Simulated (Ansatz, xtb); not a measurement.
Breaking the B1–I4 bond in BFHI (SMILES FBI) (multiplicity 1 held, fragments rigid). Energies count from the point at 2.136 Å.
Geometry at that point (charge 0, multiplicity 1):
```xyz
4

B     -0.2447    -1.3335     0.8064
F      0.7923    -1.7438     1.4967
H     -1.2601    -1.9458     0.8179
I     -0.0877     0.4586    -0.3457
```

R- and RO- levels are restricted; in cc, def2 and unpolarised 6-31G sets they are followed outwards from rest. Unrestricted levels (U-) break spin symmetry where that is lower. Active spaces are followed from a long bond inwards. Left out are points that failed, MP2 points that dive below the minimum, coupled-cluster points behind a jump of the amplitudes or a sharp parting from full CI or MRCI, small-basis points behind a change of solution, and semi-empirical points at long bonds. Curves can end on different states.

Cores are frozen in the correlated methods. Filled d and f shells under p-block atoms count as core.

Run with Ansatz (a quantum-chemistry and plane-wave program) with Gaussian orbitals; xtb for the GFN methods. Values without a source in brackets are computed. In def2 rows elements past Kr take small-core potentials, without spin–orbit coupling. The GFN methods have no spin term and hold the electronic entropy of 300 K.

Energies in kJ/mol.

```tsv
R (Å)	GFN2-xTB	U-HF/def2-SVP	R-MP2/def2-SVP	FIC-MRCISD+Q on CASSCF(6,4)/def2-SVP
1.709	327	274	261	265
1.923	36	51	46	48
2.136	0	0	0	0
2.350	36	25	27	24
2.563	91	80	81	77
2.884	177	173	174	162
3.204	254	225	257	234
3.738	342	256	363	312
4.272	380	264	430	344
4.913	393	267	466	355
5.768	left out	268	461	357
6.836	left out	268	414	358
```

Doubts at one or more of the structures used: a spin-contaminated determinant (U-HF/def2-SVP); a restricted determinant that unrestricted orbitals would lower (R-MP2/def2-SVP); active orbitals that take no part (FIC-MRCISD+Q on CASSCF(6,4)/def2-SVP).
